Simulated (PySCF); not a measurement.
Al(Cl)(Br)(vinyl) (C2H3AlBrCl), SMILES C=[CH][Al]([Cl])[Br].

Coordinates come from a PBE-D3(BJ)/def2-SVP optimisation. The structure was generated by enumeration; whether it is a known compound was not checked. Other conformers were not sampled.

Calculation: TDA-PBE/def2-SVPD in PySCF.

Vertical excitations. Gas-phase values at a fixed geometry. State labels are in the subgroup Cs.

Problem. Give excitation energies, oscillator strengths and character. (The exact figures need the calculation; the answer reports its results.)

Solution. 
| state | symmetry | energy (eV) | λ (nm) | f | main pairs |
|---|---|---|---|---|---|
| S1 | A" | 4.73 | 262 | 0.000 | HOMO−1→LUMO 97 % |
| S2 | A" | 5.05 | 245 | 0.001 | HOMO−2→LUMO 94 % |
| S3 | A' | 5.09 | 244 | 0.026 | HOMO−3→LUMO 61 %, HOMO→LUMO 35 % |
| S4 | A" | 5.69 | 218 | 0.001 | HOMO−4→LUMO 79 %, HOMO→LUMO+1 19 % |
| S5 | A' | 5.71 | 217 | 0.060 | HOMO→LUMO 26 %, HOMO−5→LUMO 24 %, HOMO−1→LUMO+1 19 %, HOMO−3→LUMO 18 % |
| S6 | A" | 5.74 | 216 | 0.000 | HOMO→LUMO+1 80 %, HOMO−4→LUMO 18 % |
| S7 | A' | 5.90 | 210 | 0.101 | HOMO−1→LUMO+1 69 %, HOMO−2→LUMO+1 13 % |
| S8 | A' | 6.00 | 207 | 0.002 | HOMO−5→LUMO 69 %, HOMO→LUMO+2 13 % |
| S9 | A" | 6.11 | 203 | 0.022 | HOMO−3→LUMO+1 99 % |
| S10 | A' | 6.26 | 198 | 0.253 | HOMO−2→LUMO+1 78 % |
| T1 | A' | 3.95 | 314 | 0 | HOMO→LUMO 83 % |
| T2 | A" | 4.58 | 271 | 0 | HOMO−1→LUMO 55 %, HOMO−2→LUMO 44 % |
| T3 | A" | 4.72 | 263 | 0 | HOMO−2→LUMO 54 %, HOMO−1→LUMO 45 % |
| T4 | A' | 4.84 | 256 | 0 | HOMO−3→LUMO 86 % |
Triplets are in the Tamm–Dancoff approximation.
